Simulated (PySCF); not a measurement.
Si(OH)3(NH2) (H5NO3Si), SMILES O[Si](O)(O)N.

Geometry optimised at ωB97X-D3(BJ)/def2-SVP. A frequency run showed that this geometry is not a minimum. One conformer was computed; it need not be the lowest.

Two levels are set side by side: TDA-PBE/def2-SVPD (PySCF) and TDA-LC-ωPBE/def2-SVPD (PySCF). Vertical, same geometry. The lowest singlet is HOMO→LUMO 100 % with PBE and HOMO→LUMO 72 %, HOMO→LUMO+3 22 % with the other functional; states are paired by order. Differences are taken from unrounded values.

```csv
quantity,TDA-LC-ωPBE
lowest singlet excitation (eV),7.51
lowest triplet excitation (TDA) (eV),7.06
first bright state (f over 0.05) (eV),7.51
its oscillator strength,0.06
```

### Question
What does TDA-PBE give, and how far is it from TDA-LC-ωPBE? (The exact figures need the calculation; the answer reports its results.)

### Answer

```json
[
 {"quantity": "lowest singlet excitation (eV)", "TDA-PBE": "5.65", "TDA-PBE minus TDA-LC-ωPBE": "-1.86"},
 {"quantity": "lowest triplet excitation (TDA) (eV)", "TDA-PBE": "5.48", "TDA-PBE minus TDA-LC-ωPBE": "-1.58"},
 {"quantity": "first bright state (f over 0.05) (eV)", "TDA-PBE": "7.10", "TDA-PBE minus TDA-LC-ωPBE": "-0.41"},
 {"quantity": "its oscillator strength", "TDA-PBE": "0.09", "TDA-PBE minus TDA-LC-ωPBE": "0.03"}
]
```

Functionals without exact exchange tend to place singlet excitations lower, as here. Differences between two approximate levels are no errors against the true value.

Rough cost on one machine, each run with all the roots and properties that it gave: TDA-LC-ωPBE against TDA-PBE about 5 times.
